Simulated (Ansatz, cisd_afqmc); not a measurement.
Species: GeH3, charge 1, singlet. GeH3+ (parent SMILES [GeH3], singlet).
B3LYP-D3(BJ)/def2-TZVP minimum from Ansatz (an electronic-structure program):
```
Ge
H 1 1.5244
H 1 1.5244 2 120.00
H 1 1.5244 2 120.00 3 180.00
```
Charge +1, spin multiplicity 1.

Total energies in cc-pVTZ, 6 correlated electrons, 14 frozen orbitals. Open shells are spin-unrestricted; no spin-orbit coupling. Cores are frozen in correlated methods (noble-gas shells, and filled d and f shells in the p block). No relativity. AFQMC is phaseless with a CISD trial state; ± is one standard error, without the phaseless bias. Outlying blocks are dropped, and bars are widened where a walk drifts. Over all cases where full CI ran beside it in this data, AFQMC minus full CI had a median of +0.1 mEh and passed +0.4 mEh in a tenth of the cases. The spin of H3Ge+ (parent SMILES [GeH3], singlet) was assumed, and the state is the lowest solution found for it.

| method | program | energy (Eh) | minus CCSDT(Q) (mEh) |
|---|---|---|---|
| HF | Ansatz | -2076.83540 | 124.62 |
| MP2 | Ansatz | -2076.93435 | 25.68 |
| CCSD | Ansatz | -2076.95740 | 2.63 |
| CCSD(T) | Ansatz | -2076.95950 | 0.53 |
| CCSDT(Q) | Ansatz | -2076.96003 | 0.00 |
| AFQMC/CISD | cisd_afqmc | -2076.9601 ± 0.0001 | -0.1 ± 0.1 |

Rough core times of Ansatz's runs on a shared machine: CCSD(T) under 20 s, CCSDT(Q) 30 s.
